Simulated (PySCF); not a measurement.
# TlS: energy against distance

Set-up: Tl cc-pVDZ-PP with ECP60, S cc-pV(D+d)Z; scalar-relativistic core potentials (PySCF 2.14). Energies in eV from Tl + S in their ground configurations at the same level. State: ²Π (doublet), unpaired electrons π ↑.

All columns are PBE0. A positive dipole means Tl(−)S(+).

```csv
R (Å),E (eV),μ (D),Mulliken charge on Tl (basis-dependent),HOMO (eV),LUMO (eV),Mayer bond order,⟨S²⟩
2.255,-2.239,-1.37,0.28,-6.15,-4.57,1.17,0.75
2.360,-2.649,-2.06,0.32,-6.24,-4.28,1.11,0.75
2.465,-2.871,-2.74,0.35,-6.27,-4.01,1.07,0.75
2.543,-2.948,-3.23,0.37,-6.26,-3.82,1.04,0.75
2.622,-2.967,-3.70,0.39,-6.19,-3.64,1.01,0.76
2.701,-2.943,-4.16,0.40,-6.01,-3.48,0.99,0.76
2.805,-2.860,-4.75,0.42,-5.80,-3.28,0.96,0.76
2.937,-2.704,-5.45,0.44,-5.56,-3.07,0.94,0.76
3.094,-2.472,-6.23,0.45,-5.30,-2.87,0.91,0.76
3.304,-2.134,-7.17,0.47,-5.02,-2.71,0.88,0.76
```

A fit through these points gives, at Re = 2.614 Å, μ = -3.65 D and dμ/dR = -5.97 D/Å; the reduced mass is 27.66 u.

Problem. How strong is the fundamental in the double-harmonic approximation, I = 42.26·(dμ/dR)²/μred km/mol?

Solution. I = 42.26·(-5.97)²/27.66 = 54.5 km/mol at PBE0.

Spin–orbit coupling is left out, which matters for elements this heavy, above all for dissociation energies. The state was picked by a PBE0 search and need not be the measured ground state.
